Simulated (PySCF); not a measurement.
LDA on Hf⁺ (hafnium, charge +1), [Xe] 4f14 6s2 6p1, 2P determinant (an excited configuration). All numbers are calculated (PySCF 2.14, scalar relativity through the core potential, in aug-cc-pwCVDZ-PP with ECP60MDF).

```
cycle= 2 E= -47.8529869552659  delta_E= -0.00967  |g|= 0.156  |ddm|= 2.69
cycle= 3 E= -47.8646418657766  delta_E= -0.0117  |g|= 0.0582  |ddm|= 1.31
cycle= 4 E= -47.8719672531578  delta_E= -0.00733  |g|= 0.0217  |ddm|=  0.6
cycle= 5 E= -47.8774891443258  delta_E= -0.00552  |g|= 0.0445  |ddm|= 0.569
cycle= 6 E= -47.8760730180066  delta_E= 0.00142  |g|= 0.0192  |ddm|= 0.37
cycle= 7 E= -47.878084530953  delta_E= -0.00201  |g|= 0.0279  |ddm|= 0.677
cycle= 8 E= -47.878644270084  delta_E= -0.00056  |g|= 0.00493  |ddm|= 0.274
cycle= 9 E= -47.8786742416641  delta_E= -3e-05  |g|= 0.00205  |ddm|= 0.0499
cycle= 10 E= -47.8786800041507  delta_E= -5.76e-06  |g|= 0.000295  |ddm|= 0.025
cycle= 11 E= -47.8786801088  delta_E= -1.05e-07  |g|= 0.000141  |ddm|= 0.00326
cycle= 12 E= -47.8786800998849  delta_E= 8.92e-09  |g|= 0.000151  |ddm|= 0.00158
cycle= 13 E= -47.8786801211548  delta_E= -2.13e-08  |g|= 8.89e-06  |ddm|= 0.00143
cycle= 14 E= -47.8786801209634  delta_E= 1.91e-10  |g|= 2.76e-05  |ddm|= 0.000222
converged SCF energy = -47.8786801209634  <S^2> = 1.3916643  2S+1 = 2.562549
```

Highest occupied orbital energy: -8.277 eV; ⟨L²⟩ = 4.60; populations by l: s 3.57, p 7.00, d 0.43, f 0.00.

Problem. Can this result be used?

Solution. Not for this state. Self-consistency was reached. ⟨L²⟩ = 4.60 against 2 for a pure P term, so this real determinant mixes terms. Energies and moments cover only the electrons outside the core potential. Spin-orbit coupling, absent here, splits the open shell strongly. ⟨S²⟩ = 1.39 against 0.75 shows spin contamination. The s, p, d and f populations moved away from the nominal configuration during the SCF.
